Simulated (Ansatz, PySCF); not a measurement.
Species: sum formula NaOH, net charge 0, singlet state. 
Coordinates optimised at B3LYP-D3(BJ)/def2-TZVP (Ansatz, a quantum-chemistry and plane-wave program):
```xyz
3

Na     0.0000     0.0000    -0.9172
O      0.0000     0.0000     1.0150
H      0.0000     0.0000     1.9692
```

Dipole moments at this geometry, in debye (magnitudes).

```csv
level,program,dipole (D)
BLYP/def2-TZVPD,Ansatz,6.47
BP86/def2-TZVPD,PySCF,6.55
B3LYP/def2-TZVPD,PySCF,6.57
TPSSh/def2-TZVPD,PySCF,6.58
r2SCAN0/def2-TZVPD,Ansatz,6.67
CCSD(T)/def2-SVPD,Ansatz,(withheld)
```

What belongs in the gaps?


- CCSD(T)/def2-SVPD, dipole (D): 6.93
